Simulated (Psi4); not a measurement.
Intermolecular potential of C2H6 ··· COS (SMILES CC and O=C=S). Monomers: optimised at B3LYP-D3(BJ) (def2-TZVP), held rigid. Orientation: lowest of the rigid-body minima from ten starts at GFN2-xTB. The monomers approach along the line of their centres of mass (distance R); nothing else relaxes.

Method: SAPT0/jun-cc-pVDZ, frozen core run with Psi4.

Components in kcal/mol:

| R / Å | electrostatics | exchange | induction | dispersion | total |
|---|---|---|---|---|---|
| 3.05 | -4.67 | 13.84 | -1.03 | -4.98 | 3.16 |
| 3.19 | -3.06 | 9.01 | -0.68 | -3.91 | 1.37 |
| 3.42 | -1.52 | 4.40 | -0.33 | -2.65 | -0.11 |
| 3.63 | -0.80 | 2.26 | -0.17 | -1.88 | -0.59 |
| 3.82 | -0.45 | 1.23 | -0.10 | -1.39 | -0.71 |
| 4.00 | -0.26 | 0.69 | -0.05 | -1.06 | -0.68 |
| 4.30 | -0.11 | 0.26 | -0.02 | -0.68 | -0.55 |
| 4.63 | -0.04 | 0.09 | -0.01 | -0.43 | -0.40 |
| 5.16 | -0.01 | 0.01 | 0.00 | -0.22 | -0.22 |
| 5.85 | 0.00 | 0.00 | 0.00 | -0.10 | -0.11 |
| 6.82 | 0.00 | 0.00 | 0.00 | -0.04 | -0.04 |
| 8.17 | 0.00 | 0.00 | 0.00 | -0.01 | -0.01 |
